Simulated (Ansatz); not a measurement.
`C#[C][Hf]([Cl])([Cl])[Cl]` + H–F → `C#[C][Hf]([F])([Cl])[Cl]` + HCl at 298.15 K and 1 bar (ligand exchange at the Hf–Cl bond).

Program: Ansatz. Geometries: PBE0-D4/def2-TZVP. ΔE: electronic, gas phase. CBS: MP2 limit from def2 TZ/QZ plus the TZ coupled-cluster correction, frozen cores. This one scheme is used for every species. Elements past krypton have def2 core potentials. For Hf outer-core shells are correlated without core-valence functions, which leaves a few kJ/mol of doubt a bond.

| species | CCSD(T)/CBS energy (Eh) | H − E (kJ/mol) | S (J/(mol·K)) |
| --- | --- | --- | --- |
| `C#[C][Hf]([Cl])([Cl])[Cl]` | -1504.12469 | 83.3 | 412.3 |
| H–F | -100.39570 | 33.5 | 173.6 |
| `C#[C][Hf]([F])([Cl])[Cl]` | -1144.14428 | 84.6 | 409.4 |
| HCl | -460.38127 | 26.6 | 186.8 |

H − E and S are ideal-gas, rigid-rotor, harmonic terms from PBE0-D4/def2-TZVP. 1 Eh = 2625.50 kJ/mol, R = 8.31446 J/(mol·K).

By hand: ΔE, ΔH, ΔS and ΔG.

ΔE = (-1144.14428) + (-460.38127) − (-1504.12469) − (-100.39570) = -0.00516 Eh = -13.5 kJ/mol. Δ(H − E) = 84.6 + 26.6 − 83.3 − 33.5 = -5.6, so ΔH = -19.1 kJ/mol. ΔS = 409.4 + 186.8 − 412.3 − 173.6 = 10.3 J/(mol·K). ΔG = -19.1 − 298.15 × (10.3)/1000 = -22.2 kJ/mol.

By hand: the equilibrium constant, and the temperature at which ΔG would vanish if ΔH and ΔS stayed fixed.

log₁₀ K = −ΔG/(RT ln 10) = 3.9. ΔH and −TΔS have one sign here, so there is no such temperature.

The number of gas molecules stays the same, so ΔS is small and ΔH decides. A doubt of 5 kJ/mol in ΔE shifts log₁₀ K by 0.9 here. These are equilibria of isolated gas molecules and say nothing of rates. Largest T1 diagnostic: 0.015 (customary marks: 0.02 for closed shells, 0.045 for open ones).
